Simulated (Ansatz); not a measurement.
Ansatz (a quantum-chemistry and plane-wave program) input:

Ansatz 0.2 input:
```yaml
crystal:
  periodic: [false, false, false]
  atoms:
    - {symbol: C, position_ang: [1.26671010, -2.42715781, -0.20226515]}
    - {symbol: Ge, position_ang: [0.07780402, -1.03158886, -0.32532941]}
    - {symbol: C, position_ang: [-1.63487524, -1.29707413, -1.26341773]}
    - {symbol: I, position_ang: [-0.63546881, -0.24141422, 2.06913793]}
    - {symbol: I, position_ang: [0.66970842, 1.45700801, -1.61365121]}
    - {symbol: H, position_ang: [2.03722155, -2.31137451, 0.55615302]}
    - {symbol: H, position_ang: [1.67943929, -2.71714112, -1.17032090]}
    - {symbol: H, position_ang: [-1.41670263, -1.58038868, -2.29413377]}
    - {symbol: H, position_ang: [-2.19416838, -2.09190856, -0.77073362]}
    - {symbol: H, position_ang: [-2.20122665, -0.36942339, -1.25712233]}
basis:
  gaussian:
    orbitals: def2-TZVPD
hamiltonian:
  xc: {name: PBE-QIDH}
total_charge: -1
magnetization: {spin_polarized: false}
correlation: {electrons: outside_noble_gas}
```

Which total energy does the run end on?

-2750.50453 Eh (PBE-QIDH/def2-TZVPD). The basis has 291 functions.

It need not be the lowest isomer of its formula. Whether it binds its extra electron was not tested at this geometry.
